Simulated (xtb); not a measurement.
CH₃S (SMILES [CH2]S), doublet, from a rough starting geometry; GFN2-xTB (xtb).

Here is a job for xtb.
```
$ xtb mol.xyz --gfn 2 --uhf 1 --opt vtight --json

# file mol.xyz
5

C     -0.54444163    -0.00261889     0.10996514
S      0.94273677    -0.78076840    -0.08527982
H     -1.45317137    -0.55872214     0.00146042
H     -0.71247587     1.07856624    -0.06869042
H      1.73932920     0.34985161     0.11200504
```

### Question
What does xtb print? Leave out banner, timings and long lists.

### Answer

```
   ID    Z sym.   atoms
    1    6 C      1
    2   16 S      2
    3    1 H      3-5

           -------------------------------------------------
          |                Calculation Setup                |
           -------------------------------------------------

           -------------------------------------------------
          |                 G F N 2 - x T B                 |
           -------------------------------------------------

          ...................................................
          :                      SETUP                      :
          :.................................................:
          :  # basis functions                  17          :
          :  # atomic orbitals                  16          :
          :  # shells                            8          :
          :  # electrons                        13          :
          :  max. iterations                   250          :
          :  Hamiltonian                  GFN2-xTB          :
          :  restarted?                      false          :
          :  GBSA solvation                  false          :
          :  PC potential                    false          :
          :  electronic temp.          300.0000000     K    :
          :  accuracy                    1.0000000          :
          :  -> integral cutoff          0.2500000E+02      :
          :  -> integral neglect         0.1000000E-07      :
          :  -> SCF convergence          0.1000000E-05 Eh   :
          :  -> wf. convergence          0.1000000E-03 e    :
          :  Broyden damping             0.4000000          :
          :  net charge                          0          :
          :  unpaired electrons                  1          :
          ...................................................

 iter      E             dE          RMSdq      gap      omega  full diag
   1     -6.8789671 -0.687897E+01  0.340E+00    2.98       0.0  T
   2     -6.8812629 -0.229581E-02  0.183E+00    3.02       1.0  T
   3     -6.8812471  0.158019E-04  0.909E-01    2.73       1.0  T
   4     -6.8818228 -0.575644E-03  0.287E-01    2.80       1.0  T
   5     -6.8818402 -0.173726E-04  0.535E-02    2.80       1.0  T
   6     -6.8818403 -0.917686E-07  0.114E-02    2.80       3.9  T
   7     -6.8818404 -0.188862E-06  0.462E-03    2.80       9.7  T
   8     -6.8818405 -0.133754E-07  0.155E-03    2.80      28.8  T
   9     -6.8818405 -0.110174E-08  0.345E-04    2.80     129.5  T
  10     -6.8818405  0.680433E-10  0.198E-04    2.80     226.0  T

   *** convergence criteria satisfied after 10 iterations ***

         :::::::::::::::::::::::::::::::::::::::::::::::::::::
         ::                     SUMMARY                     ::
         :::::::::::::::::::::::::::::::::::::::::::::::::::::
         :: total energy              -6.824643820353 Eh    ::
         :: gradient norm              0.052673673346 Eh/a0 ::
         :: HOMO-LUMO gap              2.801336432731 eV    ::
         ::.................................................::
         :: SCC energy                -6.881840429911 Eh    ::
         :: -> isotropic ES            0.003043362604 Eh    ::
         :: -> anisotropic ES          0.001304972970 Eh    ::
         :: -> anisotropic XC          0.003862289566 Eh    ::
         :: -> dispersion             -0.001555638060 Eh    ::
         :: repulsion energy           0.057196609558 Eh    ::
         :: add. restraining           0.000000000000 Eh    ::
         :: total charge               0.000000000000 e     ::
         :::::::::::::::::::::::::::::::::::::::::::::::::::::

      -----------------------------------------------------------
     |                   =====================                   |
     |                        A N C O P T                        |
     |                   =====================                   |
     |               Approximate Normal Coordinate               |
     |                Rational Function Optimizer                |
      -----------------------------------------------------------
      -----------------------------------------------------------
     |                   =====================                   |
     |                        A N C O P T                        |
     |                   =====================                   |
     |               Approximate Normal Coordinate               |
     |                Rational Function Optimizer                |
      -----------------------------------------------------------

          ...................................................
          :                      SETUP                      :
          :.................................................:
          :   optimization level         verytight          :
          :   max. optcycles                   200          :
          :   ANC micro-cycles                  20          :
          :   degrees of freedom                 9          :
          :.................................................:
          :   RF solver                   davidson          :
          :   write xtbopt.log                true          :
          :   linear?                        false          :
          :   energy convergence         0.1000000E-06 Eh   :
          :   grad. convergence          0.2000000E-03 Eh/α :
          :   maxmium RF displ.          1.0000000          :
          :   Hlow (freq-cutoff)         0.1000000E-01      :
          :   Hmax (freq-cutoff)         5.0000000          :
          :   S6 in model hess.         20.0000000          :
          ...................................................

generating ANC from exact Hessian ...
Using Lindh-Hessian (1995)
 Shifting diagonal of input Hessian by    4.9299975124026361E-004
 Lowest  eigenvalues of input Hessian
    0.000000    0.000000    0.000000    0.000000    0.000000    0.000000
    0.010000    0.029948    0.037010    0.114221    0.160190    0.491649
[...]
 * total energy  :    -6.8246438 Eh     change       -0.8372414E-10 Eh
 * total energy  :    -6.8275569 Eh     change       -0.2913060E-02 Eh
 * total energy  :    -6.8283368 Eh     change       -0.7799262E-03 Eh
 * total energy  :    -6.8283757 Eh     change       -0.3889478E-04 Eh
 * total energy  :    -6.8283857 Eh     change       -0.9958243E-05 Eh
 * total energy  :    -6.8283861 Eh     change       -0.4119968E-06 Eh
 * total energy  :    -6.8283861 Eh     change       -0.5074846E-07 Eh
   *** GEOMETRY OPTIMIZATION CONVERGED AFTER 7 ITERATIONS ***
[...]
          :  Hamiltonian                  GFN2-xTB          :
          :  restarted?                      false          :
          :  GBSA solvation                  false          :
          :  PC potential                    false          :
          :  electronic temp.          300.0000000     K    :
          :  accuracy                    1.0000000          :
          :  -> integral cutoff          0.2500000E+02      :
          :  -> integral neglect         0.1000000E-07      :
          :  -> SCF convergence          0.1000000E-05 Eh   :
          :  -> wf. convergence          0.1000000E-03 e    :
          :  Broyden damping             0.4000000          :
          :  net charge                          0          :
          :  unpaired electrons                  1          :
          ...................................................

 iter      E             dE          RMSdq      gap      omega  full diag
   1     -6.8917895 -0.689179E+01  0.478E-05    3.16       0.0  T
   2     -6.8917895 -0.175859E-12  0.294E-05    3.16    1521.8  T
   3     -6.8917895 -0.364153E-13  0.758E-06    3.16    5896.6  T

   *** convergence criteria satisfied after 3 iterations ***

         :::::::::::::::::::::::::::::::::::::::::::::::::::::
         ::                     SUMMARY                     ::
         :::::::::::::::::::::::::::::::::::::::::::::::::::::
         :: total energy              -6.828386122740 Eh    ::
         :: gradient norm              0.000051003579 Eh/a0 ::
         :: HOMO-LUMO gap              3.155345497757 eV    ::
         ::.................................................::
         :: SCC energy                -6.891789429124 Eh    ::
         :: -> isotropic ES            0.003424978272 Eh    ::
         :: -> anisotropic ES          0.001017285607 Eh    ::
         :: -> anisotropic XC          0.003918649799 Eh    ::
         :: -> dispersion             -0.001536039431 Eh    ::
         :: repulsion energy           0.063403306384 Eh    ::
         :: add. restraining           0.000000000000 Eh    ::
         :: total charge               0.000000000000 e     ::
         :::::::::::::::::::::::::::::::::::::::::::::::::::::

           -------------------------------------------------
          |                Property Printout                |
           -------------------------------------------------

    * Orbital Energies and Occupations

         #    Occupation            Energy/Eh            Energy/eV
      -------------------------------------------------------------
         1        2.0000           -0.7272133             -19.7885
         2        2.0000           -0.5769184             -15.6987
         3        2.0000           -0.5212801             -14.1848
         4        2.0000           -0.4780761             -13.0091
         5        2.0000           -0.4623888             -12.5822
         6        2.0000           -0.4252133             -11.5706
         7        1.0000           -0.3109345              -8.4610 (HOMO)
         8                         -0.1949777              -5.3056 (LUMO)
         9                         -0.1199436              -3.2638
        10                         -0.0246093              -0.6697
        11                         -0.0114487              -0.3115
        12                          0.0297463               0.8094
        13                          0.1822780               4.9600
        14                          0.2872922               7.8176
        15                          0.3280405               8.9264
        16                          0.5929982              16.1363
      -------------------------------------------------------------
                  HL-Gap            0.1159568 Eh            3.1553 eV
             Fermi-level           -0.3105150 Eh           -8.4495 eV

     #   Z          covCN         q      C6AA      α(0)
     1   6 C        2.828    -0.095    30.381     9.032
     2  16 S        1.898    -0.154   147.562    20.445
     3   1 H        0.927     0.043     2.408     2.427
     4   1 H        0.927     0.040     2.455     2.450
     5   1 H        0.923     0.167     1.283     1.771

 Mol. C6AA /au·bohr⁶  :        479.544309
 Mol. C8AA /au·bohr⁸  :      16740.240107
 Mol. α(0) /au        :         36.125433

Wiberg/Mayer (AO) data.
largest (>0.10) Wiberg bond orders for each atom

 ---------------------------------------------------------------------------
     #   Z sym  total        # sym  WBO       # sym  WBO       # sym  WBO
 ---------------------------------------------------------------------------
     1   6 C    3.421 --     2 S    1.450     4 H    0.983     3 H    0.981
     2  16 S    2.429 --     1 C    1.450     5 H    0.957
     3   1 H    0.998 --     1 C    0.981
     4   1 H    0.998 --     1 C    0.983
     5   1 H    0.972 --     2 S    0.957
 ---------------------------------------------------------------------------

Topologies differ in total number of bonds
Writing topology from bond orders to xtbtopo.mol

molecular dipole:
                 x           y           z       tot (Debye)
 q only:        0.203       0.348       0.034
   full:        0.053       0.565      -0.026       1.445
molecular quadrupole (traceless):
                xx          xy          yy          xz          yz          zz
 q only:        1.525       1.135      -0.779       0.276      -0.040      -0.746
  q+dip:        1.317       2.579      -0.312       0.749      -0.245      -1.005
   full:        1.623       2.598      -0.478       0.740      -0.119      -1.145

optimized geometry written to: xtbopt.xyz

           -------------------------------------------------
          | TOTAL ENERGY               -6.828386122740 Eh   |
          | GRADIENT NORM               0.000051003579 Eh/α |
          | HOMO-LUMO GAP               3.155345497757 eV   |
           -------------------------------------------------

normal termination of xtb
```
